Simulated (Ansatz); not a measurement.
`C[SiH2][NH][AlH2]` and `O[SiH2][NH][AlH2]` differ in one atom or group.

Ansatz, PBE0-D4/def2-TZVP geometries, multiplicity 1. Each molecule was computed in one conformer, which needn't be the lowest.

```json
{"property": "LUMO energy (PBE/def2-TZVPP) / eV", "`C[SiH2][NH][AlH2]`": "-1.64"}
{"property": "HOMO energy (ωB97M-V/def2-TZVPP) / eV", "`C[SiH2][NH][AlH2]`": "-9.89"}
{"property": "size of the dipole moment (ωB97M-V/def2-TZVPP) / D", "`C[SiH2][NH][AlH2]`": "1.22"}
{"property": "HOMO–LUMO gap (PBE0/def2-TZVPP) / eV", "`C[SiH2][NH][AlH2]`": "6.72"}
{"property": "size of the dipole moment (B3LYP/def2-TZVPP) / D", "`C[SiH2][NH][AlH2]`": "1.21"}
{"property": "size of the dipole moment (PBE/def2-TZVPP) / D", "`C[SiH2][NH][AlH2]`": "1.29"}
```

Task: What does the change do to each property? (Estimate.)

Result: The calculation gave: 
| property | `O[SiH2][NH][AlH2]` | shift |
| --- | --- | --- |
| LUMO energy (PBE/def2-TZVPP) / eV | -1.69 | -0.05 |
| HOMO energy (ωB97M-V/def2-TZVPP) / eV | -10.33 | -0.44 |
| size of the dipole moment (ωB97M-V/def2-TZVPP) / D | 1.33 | 0.11 |
| HOMO–LUMO gap (PBE0/def2-TZVPP) / eV | 7.09 | 0.37 |
| size of the dipole moment (B3LYP/def2-TZVPP) / D | 1.34 | 0.13 |
| size of the dipole moment (PBE/def2-TZVPP) / D | 1.36 | 0.07 |

Dipoles are sizes alone; their direction can turn.

B3LYP here is the variant with VWN-RPA as its local correlation; programs differ in this.
